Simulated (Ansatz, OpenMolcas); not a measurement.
## Exact exchange and the HOMO–LUMO gap of BBrF2

The species is BBrF2 (4 atoms), meant as a singlet with charge 0. As SMILES, `FB(F)Br`. The coordinates come from a PBE0-D4/def2-TZVP relaxation.

The HOMO–LUMO gap y, in eV, basis aug-cc-pVDZ; a is the functional's share of exact exchange. Programs: Ansatz 0.2.0, OpenMolcas 26.06.

```
functional     program     a  y (eV)
    revPBE      Ansatz     0    6.23
      TPSS  OpenMolcas     0    6.43
     B3LYP      Ansatz   0.2    8.04
   r2SCAN0      Ansatz  0.25    9.08
      PBE0      Ansatz  0.25       ?
     BHLYP      Ansatz   0.5   10.46
```

Problem. Fit y = c + s·a to the known rows and predict PBE0.

Solution. 
1. Means of the 5 rows: a = 0.1900, y = 8.048.
2. Σ(Δa)² = 0.172, Σ(Δa·Δy) = 1.4624, so the slope is 1.4624/0.172 = 8.5023.
3. Intercept: 8.048 − (8.5023) × 0.1900 = 6.433. The largest residual of the fit is 0.52.
4. PBE0: 6.433 + (8.5023) × 0.25 = 8.56 eV.

The run gave 8.57 eV, so the prediction is off by -0.01 eV, within the largest residual. Exact exchange lowers occupied levels and raises empty ones.
